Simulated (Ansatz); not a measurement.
Isomers of Li₃Cl₃ (singlet), relaxed with PBE-D4/def2-SVP; total energies from Ansatz at CCSD(T)/def2-TZVPP.

| isomer | description | energy (Eh) |
| --- | --- | --- |
| A | point group D3h; 6 × Cl–Li 2.18 Å | -1402.05871 |
| B | point group C2v; 8 × Cl–Li 2.18 to 2.48 Å | -1402.03981 |

Correlated methods freeze 15 core orbitals; core or outer-core shells of Li are correlated, in sets that lack core-valence functions.

The isomers come from a short search, and lower ones may exist.

Work out the relative energies (1 Eh = 2625.5 kJ/mol) and the Boltzmann populations at 1200 K from electronic energies alone (R = 8.314 J/mol/K).

ΔE: A 0.0, B 49.6 kJ/mol. RT = 9.98 kJ/mol. Factors exp(−ΔE/RT): A 1, B 0.00694; sum 1.007. Populations: A 99.3 %, B 0.7 %. Zero-point energy, vibrational entropy and symmetry numbers are left out and can shift these; an error of 4 kJ/mol changes a ratio by a factor of 1.5. Over the other density-functional and correlated levels in def2 sets, the gap between A and B ranges from 41 to 56 kJ/mol.
